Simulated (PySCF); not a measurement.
RuN: frontier orbitals

PBE0 at R = 1.543 Å; basis Ru x2c-TZVPPall, N x2c-TZVPPall; spin-free X2C with a Gaussian nucleus; PySCF 2.14. State: quartet, unpaired electrons σ ↑, π ↑, δ ↑, a mixture of terms (⟨Lz²⟩ = 5.0), a second solution, started from another occupation. Only the outer orbitals are listed, counted within each symmetry.

```json
{"spin": "α", "orbital": "10σ", "occ.": "1", "ε (eV)": "-21.32", "on Ru (%)": "19", "main shells (%)": "80 N s, 14 Ru d"}
{"spin": "α", "orbital": "5π", "occ.": "1", "ε (eV)": "-11.84", "on Ru (%)": "57", "main shells (%)": "56 Ru d, 43 N p"}
{"spin": "α", "orbital": "5π", "occ.": "1", "ε (eV)": "-11.15", "on Ru (%)": "59", "main shells (%)": "58 Ru d, 40 N p"}
{"spin": "α", "orbital": "11σ", "occ.": "1", "ε (eV)": "-11.09", "on Ru (%)": "44", "main shells (%)": "43 Ru d, 39 N p, 16 N s"}
{"spin": "α", "orbital": "2δ", "occ.": "1", "ε (eV)": "-9.04", "on Ru (%)": "100", "main shells (%)": "100 Ru d"}
{"spin": "α", "orbital": "2δ", "occ.": "1", "ε (eV)": "-8.20", "on Ru (%)": "100", "main shells (%)": "100 Ru d"}
{"spin": "α", "orbital": "12σ", "occ.": "1", "ε (eV)": "-5.99", "on Ru (%)": "84", "main shells (%)": "68 Ru s, 16 N p, 10 Ru d"}
{"spin": "α", "orbital": "6π", "occ.": "1", "ε (eV)": "-5.39", "on Ru (%)": "54", "main shells (%)": "46 N p, 36 Ru d, 17 Ru p"}
{"spin": "α", "orbital": "6π", "occ.": "0", "ε (eV)": "-2.82", "on Ru (%)": "60", "main shells (%)": "40 N p, 30 Ru d, 29 Ru p"}
{"spin": "α", "orbital": "13σ", "occ.": "0", "ε (eV)": "-1.22", "on Ru (%)": "72", "main shells (%)": "31 Ru p, 27 Ru d, 26 N p"}
{"spin": "α", "orbital": "7π", "occ.": "0", "ε (eV)": "0.04", "on Ru (%)": "94", "main shells (%)": "84 Ru p, 9 Ru d"}
{"spin": "β", "orbital": "4π", "occ.": "1", "ε (eV)": "-50.49", "on Ru (%)": "100", "main shells (%)": "100 Ru p"}
{"spin": "β", "orbital": "4π", "occ.": "1", "ε (eV)": "-49.94", "on Ru (%)": "100", "main shells (%)": "100 Ru p"}
{"spin": "β", "orbital": "10σ", "occ.": "1", "ε (eV)": "-20.73", "on Ru (%)": "19", "main shells (%)": "79 N s, 13 Ru d"}
{"spin": "β", "orbital": "5π", "occ.": "1", "ε (eV)": "-10.67", "on Ru (%)": "48", "main shells (%)": "50 N p, 47 Ru d"}
{"spin": "β", "orbital": "11σ", "occ.": "1", "ε (eV)": "-10.21", "on Ru (%)": "39", "main shells (%)": "45 N p, 37 Ru d, 16 N s"}
{"spin": "β", "orbital": "5π", "occ.": "1", "ε (eV)": "-9.97", "on Ru (%)": "51", "main shells (%)": "50 Ru d, 47 N p"}
{"spin": "β", "orbital": "2δ", "occ.": "1", "ε (eV)": "-7.28", "on Ru (%)": "99", "main shells (%)": "99 Ru d"}
{"spin": "β", "orbital": "2δ", "occ.": "0", "ε (eV)": "-2.97", "on Ru (%)": "100", "main shells (%)": "100 Ru d"}
{"spin": "β", "orbital": "12σ", "occ.": "0", "ε (eV)": "-2.79", "on Ru (%)": "88", "main shells (%)": "72 Ru s, 12 N p, 11 Ru d"}
{"spin": "β", "orbital": "6π", "occ.": "0", "ε (eV)": "-2.00", "on Ru (%)": "63", "main shells (%)": "42 Ru d, 37 N p, 20 Ru p"}
```

Q: Which are the highest filled and the lowest empty level, where do they sit, and how wide is the gap?

A: Highest filled α 6π at -5.39 eV (in %: 46 N p, 36 Ru d, 17 Ru p); lowest empty β 2δ at -2.97 eV (in %: 100 Ru d); the gap at PBE0 is 2.42 eV.

```
bond order (Mayer)                              : 2.90
⟨S²⟩                                            : 3.765
charge on Ru (Mulliken, basis-dependent)        : 0.37
charge on Ru (Löwdin, basis-dependent)          : 0.16
dipole moment (positive dipole means Ru(−)N(+)) : -2.26 D
```

Spin–orbit coupling is left out.
